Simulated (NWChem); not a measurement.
System meant: C₂H₄N₂Si; SMILES C1=NC=N[SiH2]1

Input file for NWChem:

```
start job
memory heap 200 mb stack 900 mb global 1100 mb
geometry units angstroms noautosym nocenter noautoz
  C      1.260724    -0.393628     0.000000
  N      0.521792    -1.441875     0.000000
  C     -0.880855    -1.088130     0.000000
  N     -1.310650     0.109387     0.000000
  Si     0.126358     1.141829     0.000000
  H      2.351788    -0.519827     0.000000
  H     -1.556593    -1.957284     0.000000
  H      0.224592     1.983265     1.224917
  H      0.224592     1.983265    -1.224917
end
basis spherical
  * library 6-31g*
end
dft
  xc m06-l
  iterations 150
end
property
  shielding 8 1 2 3 4 5 6 7 8
end
task dft property
```

End of the output:

```
 Vector   25  Occ=0.000000D+00  E= 1.124204D-02
              MO Center= -2.8D-01, -8.0D-01,  1.6D-09, r^2= 2.4D+00
   Bfn.  Coefficient  Atom+Function         Bfn.  Coefficient  Atom+Function
  ----- ------------  ---------------      ----- ------------  ---------------
    37      0.545684  3 C  pz                23     -0.488745  2 N  pz
    33      0.445379  3 C  pz                51     -0.404289  4 N  pz
    19     -0.398925  2 N  pz                 9      0.343276  1 C  pz
    47     -0.300124  4 N  pz                 5      0.211303  1 C  pz
    73     -0.089311  5 Si d  1              11      0.026111  1 C  d -1

 center of mass
 --------------
 x =  -0.03821049 y =  -0.06734540 z =   0.00000000

 moments of inertia (a.u.)
 ------------------
         345.687367330598           1.014067527844           0.000000000000
           1.014067527844         242.137891462862           0.000000000000
           0.000000000000           0.000000000000         566.225141266646

     Multipole analysis of the density
     ---------------------------------

     L   x y z        total         alpha         beta         nuclear
     -   - - -        -----         -----         ----         -------
     0   0 0 0     -0.000000    -22.000000    -22.000000     44.000000

     1   1 0 0      0.623746      0.528626      0.528626     -0.433505
     1   0 1 0      0.412527      0.908239      0.908239     -1.403951
     1   0 0 1     -0.000000     -0.000000     -0.000000      0.000000

     2   2 0 0    -27.317149    -78.653330    -78.653330    129.989512
     2   1 1 0      2.758213     -0.831765     -0.831765      4.421743
     2   1 0 1      0.000000      0.000000      0.000000      0.000000
     2   0 2 0    -27.630752   -108.254479   -108.254479    188.878205
     2   0 1 1     -0.000000     -0.000000     -0.000000      0.000000
     2   0 0 2    -27.021917    -18.869061    -18.869061     10.716204

          -----------------------------------------
          Chemical Shielding Tensors (GIAO, in ppm)
          -----------------------------------------

 ------------------------------------------------------------------------
  xm06: d2 not coded                    0
 ------------------------------------------------------------------------
 ------------------------------------------------------------------------
  current input line :
    24: task dft property
 ------------------------------------------------------------------------
 ------------------------------------------------------------------------
 This error has not yet been assigned to a category
 ------------------------------------------------------------------------
 For more information see the NWChem manual at https://nwchemgit.github.io

0: xm06: d2 not coded:Received an Error in Communication
```

**Question.** What is wrong, and how is it mended?

**Answer.** The program stopped with an error. Cause: this functional's second derivatives, which shieldings need, aren't coded here; the fix takes a hybrid GGA instead. This input runs:
```
start job
memory heap 200 mb stack 900 mb global 1100 mb
geometry units angstroms noautosym nocenter noautoz
  C      1.260724    -0.393628     0.000000
  N      0.521792    -1.441875     0.000000
  C     -0.880855    -1.088130     0.000000
  N     -1.310650     0.109387     0.000000
  Si     0.126358     1.141829     0.000000
  H      2.351788    -0.519827     0.000000
  H     -1.556593    -1.957284     0.000000
  H      0.224592     1.983265     1.224917
  H      0.224592     1.983265    -1.224917
end
basis spherical
  C library 6-31g*
  N library 6-31g*
  Si library 6-31g*
  H library 6-31g*
end
dft
  xc pbe0
  iterations 150
end
property
  shielding 8 1 2 3 4 5 6 7 8
end
task dft property
```
It converges to -477.21677 Ha (PBE0/6-31G* (spherical d), GIAO).
